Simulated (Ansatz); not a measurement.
Compare A (`CC[Si]CC`) with its isomer B (`[SiH3]C1CCC1`).

Isolated molecules relaxed with PBE0-D4/def2-TZVP in Ansatz; ΔE leaves out vibrations. CBS: MP2 limit from def2 TZ/QZ plus the TZ coupled-cluster correction, frozen cores. Functionals use def2-TZVPP. B3LYP here is the variant with VWN-RPA as its local correlation; programs differ in this. Each species was taken in one conformer, which may not be the lowest.

Q: Which isomer does CCSD(T)/CBS put lower? Give the gap. (Best estimate.)

A: Ansatz gave: B, by 48.3 kJ/mol.

Q: Give E(B) − E(A) in kJ/mol with r2SCAN-D4, CCSD(T)/def2-SVP, ωB97M-V, CCSD/def2-TZVPP, B3LYP-D4, CCSD(T)/def2-TZVPP, MP2/def2-TZVPP. (Estimate.)

A: The calculation gave: r2SCAN-D4 -54.4, CCSD(T)/def2-SVP -57.5, ωB97M-V -46.0, CCSD/def2-TZVPP -49.9, B3LYP-D4 -39.5, CCSD(T)/def2-TZVPP -49.9, MP2/def2-TZVPP -61.3. None reverses the order clearly.

Q: Does the order hold for the free energy at 298.15 K (harmonic terms from PBE0-D4)? (Best estimate.)

A: The calculation gave: Yes: G(B) − G(A) = -51.5 kJ/mol, for one conformer each.

Largest T1 diagnostic: 0.011.

At CCSD(T), def2-SVP lies −9.2 kJ/mol from the extrapolated value and def2-TZVPP −1.5 kJ/mol. Leaving LDA and LC-ωPBE aside and taking each functional with its dispersion term where it has one, the values, not all of them listed here, spread over 34.1 kJ/mol, from ωB97X-V to BLYP-D4. LDA lies −12.6 kJ/mol from PBE without D4.
